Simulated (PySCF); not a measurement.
Platinum: a sound run and one with changed settings

Sound run: Pt [Xe] 4f14 5d9 6s1, Pt⁺ [Xe] 4f14 5d9. All numbers are calculated (PySCF 2.14, scalar relativity through the core potential, in def2-SVP with the def2 core potential (60 electrons) (6s3p2d1f, 32 functions)). In the sound run the correlated levels freeze 5s2 5p6 outside the core potential. The sound run starts from symmetry-adapted Hartree-Fock orbitals and uses a fine grid where one is needed.

Changed run: initial guess minao, at most 50 SCF cycles.

```json
{"species": "Pt", "method": "UHF", "sound run (hartree)": "-118.39352", "changed run (hartree)": "-118.39352", "converged": "yes"}
{"species": "Pt", "method": "B3LYP", "sound run (hartree)": "-119.30590", "changed run (hartree)": "-119.30590", "converged": "yes"}
{"species": "Pt", "method": "TPSS", "sound run (hartree)": "-119.23385", "changed run (hartree)": "-119.23419", "converged": "yes"}
{"species": "Pt", "method": "MP2", "sound run (hartree)": "-118.59464", "changed run (hartree)": "-118.59464", "converged": "yes"}
{"species": "Pt⁺", "method": "UHF", "sound run (hartree)": "-118.11499", "changed run (hartree)": "-118.11499", "converged": "yes"}
{"species": "Pt⁺", "method": "B3LYP", "sound run (hartree)": "-118.96612", "changed run (hartree)": "-118.96612", "converged": "yes"}
{"species": "Pt⁺", "method": "TPSS", "sound run (hartree)": "-118.89682", "changed run (hartree)": "-118.89682", "converged": "yes"}
{"species": "Pt⁺", "method": "MP2", "sound run (hartree)": "-118.27602", "changed run (hartree)": "-118.27602", "converged": "yes"}
```

Ionisation energy of Pt:

```csv
method,sound run (eV),changed run (eV)
UHF,7.579,7.579
B3LYP,9.246,9.246
TPSS,9.171,9.180
MP2,8.670,8.670
SCS-MP2,8.505,8.505
```

Where the changed run lies lower, it found another determinant of the same configuration, with other orbitals of the open shell filled.

For comparison, NIST gives 8.959 eV between the lowest levels.
